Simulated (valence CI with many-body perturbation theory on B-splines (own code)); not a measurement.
Xe XLIX: electric-dipole lines

Computed by valence CI with perturbative core correlation (CI+MBPT): four valence electrons over a frozen Dirac-Fock core [He], radial functions for each j: 11 s, 11 p, 10 d, 8 f, 5 g, 2 h, with the one-electron correlation potential Σ1 (screened to all orders), the two-electron term Σ2, the three-electron term Σ3, Breit, model QED; selected single and double excitations, second order for the rest, scaled by the run's own slope (own B-spline code, finite nucleus).

The last digits are not significant, and no measured levels were compared; by estimate large intervals hold to a few tenths of a per cent, small ones and those within an open d or f shell to about a per cent. Among the levels kept, up to 880 cm⁻¹ of a level comes from second order outside the variational space, and about a tenth of that is noise between levels of different J, which matters for small intervals.

Lines 101 to 150 of 543 in falling wavelength, among levels below 6359.3 eV, chosen from the strongest by gf and those to the six lowest levels. Wavelengths and rates use the calculated energies. Electric multipoles are in the length gauge with retardation, E1 and E2 with the static RPA response of the core. Weak lines are less certain than strong ones. Lines between different terms over intervals too small for the method are left out, as are lines whose strength nearly cancels. The highest levels of a list are the least certain.

Levels are named by their leading jj configuration (3d3/2^4 stands for four electrons in 3d with j = 3/2), which in mixed levels can hold well under half, so a name can repeat and another be missing. Letters in brackets count levels of one name in rising energy.

| λ vac (nm) | Upper | Lower | A (s⁻¹) | S (a.u.) |
| --- | --- | --- | --- | --- |
| 7.611 | (2s 2p1/2 2p3/2 3p3/2) J=1 [b] | (2s 2p1/2 2p3/2 3s) J=2 [b] | 4.01e+10 | 2.62e-02 |
| 7.560 | (2s^2 2p3/2 3d3/2) J=1 | (2s^2 2p3/2 3p1/2) J=1 | 4.03e+10 | 2.58e-02 |
| 7.523 | (2s 2p1/2^2 3d3/2) J=2 | (2s 2p1/2^2 3p1/2) J=1 | 2.93e+10 | 3.08e-02 |
| 7.514 | (2s 2p1/2 2p3/2 3p3/2) J=2 [d] | (2s 2p1/2 2p3/2 3s) J=2 [c] | 2.26e+10 | 2.36e-02 |
| 7.514 | (2s 2p1/2 2p3/2 3d3/2) J=3 [b] | (2s 2p1/2 2p3/2 3p1/2) J=3 | 2.63e+10 | 3.85e-02 |
| 7.451 | (2s^2 2p3/2 3p3/2) J=3 | (2s^2 2p3/2 3s) J=2 | 8.63e+10 | 1.23e-01 |
| 7.432 | (2s 2p1/2 2p3/2 3d3/2) J=2 [c] | (2s 2p1/2 2p3/2 3p1/2) J=1 [b] | 2.71e+10 | 2.74e-02 |
| 7.430 | (2p1/2^2 2p3/2 3p3/2) J=2 | (2p1/2^2 2p3/2 3s) J=2 | 4.40e+10 | 4.45e-02 |
| 7.427 | (2s 2p1/2 2p3/2 3p3/2) J=3 [b] | (2s 2p1/2 2p3/2 3s) J=2 [b] | 2.13e+10 | 3.01e-02 |
| 7.409 | (2s 2p3/2^2 3p3/2) J=2 [a] | (2s 2p3/2^2 3s) J=2 [a] | 5.61e+10 | 5.63e-02 |
| 7.390 | (2s 2p1/2 2p3/2 3p3/2) J=2 [d] | (2s 2p1/2 2p3/2 3s) J=1 [c] | 5.52e+10 | 5.50e-02 |
| 7.372 | (2s^2 2p1/2 3p3/2) J=2 | (2s^2 2p1/2 3s) J=1 | 9.65e+10 | 9.54e-02 |
| 7.353 | (2p1/2 2p3/2^2 3s) J=3 | (2s 2p3/2^2 3s) J=2 [b] | 7.43e+10 | 1.02e-01 |
| 7.349 | (2s 2p1/2 2p3/2 3p3/2) J=4 | (2s 2p1/2 2p3/2 3s) J=3 | 4.37e+10 | 7.70e-02 |
| 7.330 | (2p1/2 2p3/2^2 3p3/2) J=3 [b] | (2s 2p3/2^2 3p3/2) J=3 [b] | 3.28e+10 | 4.47e-02 |
| 7.320 | (2p1/2 2p3/2^2 3s) J=2 [b] | (2s 2p3/2^2 3s) J=1 [b] | 3.98e+10 | 3.85e-02 |
| 7.303 | (2s 2p3/2^2 3d5/2) J=4 [a] | (2s 2p3/2^2 3p1/2) J=3 | 1.29e+10 | 2.23e-02 |
| 7.288 | (2s 2p1/2^2 2p3/2) J=2 | (2s^2 2p1/2 2p3/2) J=2 | 5.21e+09 | 4.98e-03 |
| 7.263 | (2s 2p3/2^2 3p3/2) J=2 [c] | (2s 2p3/2^2 3s) J=1 [a] | 3.43e+10 | 3.25e-02 |
| 7.241 | (2s 2p1/2 2p3/2 3p3/2) J=2 [d] | (2s 2p1/2 2p3/2 3s) J=1 [b] | 2.38e+10 | 2.23e-02 |
| 7.196 | (2p1/2 2p3/2^2 3d3/2) J=3 [b] | (2p1/2 2p3/2^2 3p1/2) J=3 | 3.69e+10 | 4.76e-02 |
| 7.066 | (2p1/2 2p3/2^2 3p3/2) J=2 [b] | (2p1/2 2p3/2^2 3s) J=2 [b] | 5.08e+10 | 4.42e-02 |
| 7.023 | (2s 2p1/2 2p3/2^2) J=3 | (2s^2 2p3/2^2) J=2 | 8.53e+09 | 1.02e-02 |
| 7.002 | (2s^2 2p3/2 3p3/2) J=2 | (2s^2 2p3/2 3s) J=1 | 6.07e+10 | 5.14e-02 |
| 6.993 | (2p1/2^2 2p3/2 3p3/2) J=0 | (2p1/2^2 2p3/2 3s) J=1 | 1.32e+11 | 2.23e-02 |
| 6.971 | (2s 2p1/2 2p3/2 3p3/2) J=1 [d] | (2s 2p1/2 2p3/2 3s) J=1 [b] | 6.79e+10 | 3.41e-02 |
| 6.930 | (2s 2p1/2 2p3/2 3p3/2) J=2 [a] | (2s 2p1/2 2p3/2 3s) J=2 [a] | 4.82e+10 | 3.96e-02 |
| 6.778 | (2s^2 2p3/2 3p3/2) J=2 | (2s^2 2p3/2 3s) J=2 | 3.80e+10 | 2.92e-02 |
| 6.772 | (2s^2 2p1/2 3p3/2) J=1 | (2s^2 2p1/2 3s) J=0 | 5.93e+10 | 2.72e-02 |
| 6.750 | (2s 2p1/2^2 3p3/2) J=2 | (2s 2p1/2^2 3s) J=1 | 3.54e+10 | 2.69e-02 |
| 6.712 | (2p1/2^2 2p3/2 3s) J=2 | (2s 2p1/2 2p3/2 3s) J=2 [c] | 3.35e+10 | 2.50e-02 |
| 6.680 | (2p1/2 2p3/2^2 3p3/2) J=1 [b] | (2p1/2 2p3/2^2 3s) J=1 [a] | 4.98e+10 | 2.20e-02 |
| 6.673 | (2s 2p1/2^2 2p3/2) J=2 | (2s^2 2p1/2 2p3/2) J=1 | 8.79e+09 | 6.45e-03 |
| 6.626 | (2s 2p1/2 2p3/2 3p3/2) J=3 [b] | (2s 2p1/2 2p3/2 3s) J=3 | 5.88e+10 | 5.91e-02 |
| 6.595 | (2s 2p3/2^2 3p3/2) J=1 [c] | (2s 2p3/2^2 3s) J=1 [b] | 1.16e+11 | 4.93e-02 |
| 5.752 | (2p1/2 2p3/2^2 3d5/2) J=4 | (2s 2p3/2^2 3d5/2) J=5 | 2.33e+10 | 1.97e-02 |
| 5.743 | (2p1/2 2p3/2^2 3p1/2) J=3 | (2s 2p3/2^2 3p1/2) J=3 | 2.78e+10 | 1.82e-02 |
| 5.595 | (2p1/2 2p3/2^2 3s) J=2 [a] | (2s 2p3/2^2 3s) J=3 | 4.23e+10 | 1.83e-02 |
| 5.425 | (2s 2p1/2 2p3/2^2) J=1 [a] | (2s^2 2p3/2^2) J=2 | 1.04e+10 | 2.46e-03 |
| 5.409 | (2s 2p3/2^2 3p3/2) J=2 [c] | (2s 2p3/2^2 3s) J=2 [a] | 5.51e+10 | 2.15e-02 |
| 5.368 | (2p1/2^2 2p3/2 3d5/2) J=3 | (2s 2p1/2 2p3/2 3d5/2) J=4 [b] | 3.51e+10 | 1.88e-02 |
| 5.367 | (2s 2p1/2^2 2p3/2) J=1 | (2s^2 2p1/2 2p3/2) J=2 | 2.31e+10 | 5.29e-03 |
| 5.350 | (2p1/2^2 2p3/2 3d3/2) J=3 | (2s 2p1/2 2p3/2 3d3/2) J=4 | 3.66e+10 | 1.93e-02 |
| 5.312 | (2p1/2^2 2p3/2 3p3/2) J=3 | (2s 2p1/2 2p3/2 3p3/2) J=4 | 4.39e+10 | 2.27e-02 |
| 5.291 | (2p1/2^2 2p3/2 3d5/2) J=4 | (2s 2p1/2 2p3/2 3d5/2) J=5 | 4.56e+10 | 3.00e-02 |
| 5.193 | (2s 2p1/2 2p3/2^2) J=2 [b] | (2s^2 2p3/2^2) J=2 | 1.27e+10 | 4.38e-03 |
| 4.729 | (2p1/2^2 2p3/2^2) J=2 | (2s 2p1/2 2p3/2^2) J=3 | 6.61e+10 | 1.73e-02 |
| 2.529 | (2s 2p3/2^2 3d5/2) J=5 | (2s^2 2p3/2 3d5/2) J=4 | 1.26e+11 | 1.11e-02 |
| 2.517 | (2s 2p3/2^2 3s) J=3 | (2s^2 2p3/2 3s) J=2 | 1.74e+11 | 9.61e-03 |
| 2.514 | (2s 2p3/2^2 3d3/2) J=4 | (2s^2 2p3/2 3d3/2) J=3 | 1.09e+11 | 7.70e-03 |
